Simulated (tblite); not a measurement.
Species: C₅H₈BF₃O₂.
Structure used (GFN2-xTB), in Å, numbered top down from 1:
```
atom  x, y, z in Å
F1     3.734   -0.536   -0.547
C2     2.552   -0.715    0.074
F3     2.321   -2.026    0.072
F4     2.750   -0.355    1.354
C5     1.462    0.107   -0.588
C6     0.141    0.057    0.196
C7    -0.835    1.126   -0.307
C8    -2.180    0.930    0.393
O9    -2.641   -0.399    0.272
B10   -1.758   -1.404    0.101
O11   -0.415   -1.232    0.056
H12    1.311   -0.292   -1.593
H13    1.824    1.134   -0.651
H14    0.352    0.231    1.262
H15   -0.971    0.997   -1.383
H16   -0.448    2.125   -0.108
H17   -2.943    1.578   -0.050
H18   -2.093    1.173    1.460
H19   -2.172   -2.487   -0.018
```

All values are computed: GFN2-xTB (tblite) harmonic vibrations without scaling, gas phase. The method is semi-empirical: single wavenumbers can be off by several per cent or more. Modes of hydrogen on boron can be 10 to 20 % off. One conformer, not necessarily the lowest.

Harmonic wavenumbers (cm⁻¹): 26.1, 61.2, 83.8, 143.4, 230.2, 258.4, 277.2, 334.2, 353.9, 447.8, 474.2, 478.8, 497.8, 536.4, 598.3, 715.0, 774.1, 828.4, 835.5, 886.5, 911.7, 934.1, 992.1, 1019.9, 1030.7, 1049.4, 1080.2, 1112.8, 1126.2, 1168.8, 1171.4, 1195.9, 1203.4, 1210.7, 1241.1, 1266.1, 1304.6, 1318.4, 1338.3, 1344.0, 1417.4, 1455.2, 1475.9, 2690.3, 2872.6, 2900.7, 2939.6, 2988.1, 3001.4, 3007.1, 3009.0.

A = 2660, B = 590.2, C = 540.6 MHz; mass 168.057 u (most abundant isotopes); point group C1, symmetry number 1.

Zero-point energy?

½Σν̃ = 29809 cm⁻¹ = 356.59 kJ/mol.

Entropy at 500 K, 1 bar (ideal gas, RRHO, classical rotation)?

Translation 183.51, rotation 133.29, vibration 220.11: S = 536.9 J/(mol K).

And Cp and H(500 K) − H(0)?

Cp = 254.56 J/(mol K), of which vibrations give 221.30 (their classical limit is 51 R = 424.0); H(500 K) − H(0) = 72.79 kJ/mol without the zero-point energy, 56.16 from vibrations.

How do the functions run with temperature in this model?

```tsv
T (K)	S (J/(mol K))	Cp (J/(mol K))	H − H(0) (kJ/mol)	G − H(0) (kJ/mol)	ln q(vib)
100	304.4	76.7	5.54	-24.90	2.29
200	371.1	121.2	15.41	-58.81	4.93
300	429.3	169.3	29.92	-98.86	7.58
800	674.9	330.5	161.79	-378.16	20.87
1000	752.1	360.8	231.10	-521.05	25.79
```

q(vib) and H(0) count from the zero-point level.

Blend soft modes into free rotors: weight 1/[1 + (100 cm⁻¹/ν̃)⁴] for the oscillator and the rest for a rotor with moment μB/(μ + B), μ = h/(8π²ν), B = 10⁻⁴⁴ kg m². What vibrational entropy results?

199.95 J/(mol K) in place of 220.11, which changes −T·S at 500 K by +10.08 kJ/mol.

What must be added to the electronic energy to get the Gibbs energy at 500 K and 1 bar?

ZPE + [H(500 K) − H(0)] − T·S = 356.59 + 72.79 − 268.45 = 160.93 kJ/mol.

Hindered rotation and anharmonicity are outside this model. Other conformers, if any are populated, would add a mixing term that is left out. The structure is chiral; the term R ln 2 for an equal mix with its mirror image is left out.
